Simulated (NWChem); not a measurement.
System: C$_{2}$H$_{4}$O$_{3}$Si; SMILES [Si](C#C)(O)(O)O

```xyz
10

C      0.0000     0.0000    -2.6259
C      0.0000     0.0000    -1.4112
Si     0.0000     0.0000     0.4201
O     -1.4859    -0.4304     0.9833
O      0.3702     1.5020     0.9833
O      1.1157    -1.0716     0.9833
H      0.0000     0.0000    -3.6939
H     -1.8205    -1.2901     0.6925
H     -0.2070     2.2216     0.6925
H      2.0275    -0.9315     0.6925
```
Atoms are numbered in this order, from 1.

Computed with NWChem. Pople sets run with spherical d functions. Geometry: optimised at B3LYP/6-31G* (spherical d). Vzz is the largest principal value of the second derivative of the potential at the nucleus (NWChem prints the opposite sign); η is the asymmetry. Non-relativistic.

```
level                   Vzz O6 (a.u.)  η O6  relative time
----------------------  -------------  ----  -------------
CAM-B3LYP/def2-SVP              1.440  0.58              8
Hartree-Fock/6-31G*             1.452  0.60              1
Hartree-Fock/def2-TZVP          1.469  0.58              5
```

The last column is a rough cost ratio, cheapest run = 1.
